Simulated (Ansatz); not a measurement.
Two isomers of CH6BFGeS: A = `FB(S)[CH2][GeH3]`, B = `BC[S][GeH2][F]`.

Calculated with Ansatz (gas phase, PBE0-D4/def2-TZVP geometries, no zero-point term in ΔE). CBS: MP2 limit from def2 TZ/QZ plus the TZ coupled-cluster correction, frozen cores. Functionals use def2-TZVPP. B3LYP here is the variant with VWN-RPA as its local correlation; programs differ in this. For Ge outer-core shells are correlated without core-valence functions, which leaves a few kJ/mol of doubt a bond. Scalar relativity is left out up to krypton. Each species was taken in one conformer, which may not be the lowest.

**Question.** Which is lower in electronic energy at CCSD(T)/CBS, and by how much? (Estimate.)

**Answer.** Ansatz gave: A, by 42.3 kcal/mol.

**Question.** Give E(B) − E(A) in kcal/mol with r2SCAN-D4, MP2/def2-TZVPP, B2PLYP, ωB97M-V, PBE-D4, B3LYP, CCSD(T)/def2-TZVPP. (Best estimate.)

**Answer.** Ansatz gave: r2SCAN-D4 43.3, MP2/def2-TZVPP 43.4, B2PLYP 41.6, ωB97M-V 42.2, PBE-D4 42.8, B3LYP 41.1, CCSD(T)/def2-TZVPP 43.7. None reverses the order clearly.

Largest T1 diagnostic: 0.012.

In def2-TZVPP, CCSD(T) changes the Hartree–Fock value by +5.6 kcal/mol (the triples alone add +0.4 kcal/mol) and MP2 by +5.3 kcal/mol.
